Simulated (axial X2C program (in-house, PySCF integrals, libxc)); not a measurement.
**CsSe⁺: properties at the nuclei**

Calculated with an in-house all-electron X2C program for linear molecules (integrals from PySCF): two-component X2C with atomic mean-field Coulomb and Gaunt terms, Gaussian nuclei, basis Cs dyall-cv3z, Se dyall-cv3z with contracted cores.

R = 3.828 Å (near the PBE0 minimum at charge 1 of the determinant lowest at the starting distance; the state shown can have its own minimum elsewhere).

Determinant lowest in the PBE0 search, Ω = 1 (⟨Sz⟩ = 0.97, ⟨Lz⟩ = 0.03 at PBE0), spin on the atoms Cs 0.00, Se 0.97:

| level | Eeff magnitude (GV/cm) | Ws magnitude Cs (kHz) | Ws magnitude Se (kHz) | A∥/gI Cs (MHz) | qzz Cs (a.u.) | A∥/gI Se (MHz) | qzz Se (a.u.) |
| --- | --- | --- | --- | --- | --- | --- | --- |
| PBE0 | 0.122 | 0.135 | 0.0435 | -18.2 | -0.41 | -521 | -7.80 |
| HF | 0.109 | 0.179 | 0.0768 | -19.4 | -0.46 | -306 | -7.19 |
| BHandHLYP | 0.0601 | 0.185 | 0.102 | -21.1 | -0.42 | -213 | -6.85 |
| PBE50 | 0.0947 | 0.141 | 0.0584 | -16.9 | -0.39 | -440 | -7.63 |
| TPSSh | 0.166 | 0.123 | 0.0145 | -17.2 | -0.41 | -543 | -7.90 |

Eeff is the effective electric field on the electron electric dipole moment in this Ω state and Ws the scalar–pseudoscalar constant of the nucleus named (defined with the proton number Z and per Ω); A∥ (defined per Ω) follows by multiplying with gI = μI/(I μN); qzz is the electric field gradient, eQq0 = 234.96 MHz × Q/barn × qzz. The operators were transformed with the bare-nucleus X2C matrices; with these basis sets, hyperfine constants and field gradients can be off by tens of per cent, and where levels differ in sign neither size nor sign is settled.

**Question.** With gI(133Cs) = 0.7377, Q(133Cs) = -0.00343 barn (g factors from the IAEA table of nuclear moments by Stone; Q from Pyykkö, Mol. Phys. 2018), turn the PBE0 values of the first state into constants in MHz.

**Answer.** A∥(133Cs) = -18.2 × 0.7377 = -13.4 MHz; eQq0(133Cs) = 234.96 × (-0.00343) × (-0.41) = 0.33 MHz.

Each state is one determinant with collinear spin, which with several unpaired electrons need not be a pure state. Unrestricted Hartree–Fock can overshoot spin polarisation at the nuclei. With several open shells hyperfine constants can be off by a factor of several. Where Eeff spreads by more than a factor of two the levels disagree and none is to be relied on. Open-shell Ω = 0 determinants with evenly filled partner blocks cannot be reached by this program, so the Ω shown need not be the lowest component. States lie within half an eV, so the first need not be the ground state. Further determinants of the search, some of them spin-mixed, are not shown. Where a field gradient or hyperfine factor spreads by more than a factor of two over the levels, a constant derived from it is not to be relied on.
